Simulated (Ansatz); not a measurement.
Al4Sb4H16, a cluster cut from zinc blende AlSb (hydrogen-capped). The state is a singlet with charge 0. Geometry PBE-D4/def2-SVP.

| atom | x (Å) | y (Å) | z (Å) |
| --- | --- | --- | --- |
| Al1 | 2.084 | -2.221 | 0.482 |
| Al2 | -2.040 | 0.253 | 2.303 |
| Al3 | -1.561 | -0.711 | -2.567 |
| Al4 | 1.511 | 2.679 | -0.219 |
| Sb5 | 0.426 | -2.361 | -1.682 |
| Sb6 | -2.899 | -0.370 | -0.212 |
| Sb7 | 2.900 | 0.370 | 0.214 |
| Sb8 | -0.423 | 2.363 | 1.681 |
| H9 | 3.341 | -3.179 | 0.226 |
| H10 | 1.139 | -2.259 | 1.774 |
| H11 | -3.286 | 0.800 | 3.146 |
| H12 | -1.068 | -0.936 | 2.754 |
| H13 | -2.496 | -1.538 | -3.570 |
| H14 | -0.863 | 0.691 | -2.897 |
| H15 | 0.784 | 2.502 | -1.635 |
| H16 | 2.438 | 3.916 | 0.196 |
| H17 | -0.238 | -3.943 | -1.639 |
| H18 | 1.427 | -2.638 | -3.048 |
| H19 | -3.901 | -1.749 | -0.017 |
| H20 | -4.177 | 0.716 | -0.574 |
| H21 | 3.927 | 0.662 | 1.557 |
| H22 | 4.153 | 0.369 | -0.958 |
| H23 | 0.271 | 2.855 | 3.171 |
| H24 | -1.447 | 3.730 | 1.514 |

In the def2 sets Sb takes a core potential, while STO-3G treats all electrons; there is no spin–orbit coupling.

Problem. Estimate the orbital energies around the gap (eV) in Ansatz with HF/STO-3G, PBE-D4/def2-SVP, revPBE-D4/def2-TZVP, r2SCAN-D4/def2-TZVP, PBE0-D4/def2-TZVP.

Solution. 
```
orbital  HF/STO-3G  PBE-D4/def2-SVP  revPBE-D4/def2-TZVP  r2SCAN-D4/def2-TZVP  PBE0-D4/def2-TZVP
 HOMO−9      -9.28            -7.94                -7.93                -8.29              -9.12
 HOMO−8      -9.21            -7.52                -7.52                -7.84              -8.69
 HOMO−7      -8.94            -7.40                -7.40                -7.75              -8.59
 HOMO−6      -8.43            -7.32                -7.32                -7.67              -8.58
 HOMO−5      -8.43            -6.97                -6.98                -7.31              -8.20
 HOMO−4      -8.03            -6.97                -6.98                -7.31              -8.20
 HOMO−3      -7.28            -6.63                -6.58                -6.88              -7.60
 HOMO−2      -7.02            -6.55                -6.54                -6.83              -7.56
 HOMO−1      -7.01            -6.52                -6.49                -6.78              -7.50
   HOMO      -7.01            -6.52                -6.49                -6.78              -7.50
   LUMO       8.31            -2.21                -2.22                -2.21              -1.60
 LUMO+1       8.78            -1.91                -1.94                -1.85              -1.28
 LUMO+2       8.78            -1.91                -1.94                -1.85              -1.28
 LUMO+3       8.88            -1.75                -1.77                -1.73              -1.17
 LUMO+4       9.58            -1.52                -1.47                -1.30              -0.86
 LUMO+5       9.67            -1.32                -1.37                -1.13              -0.67
```
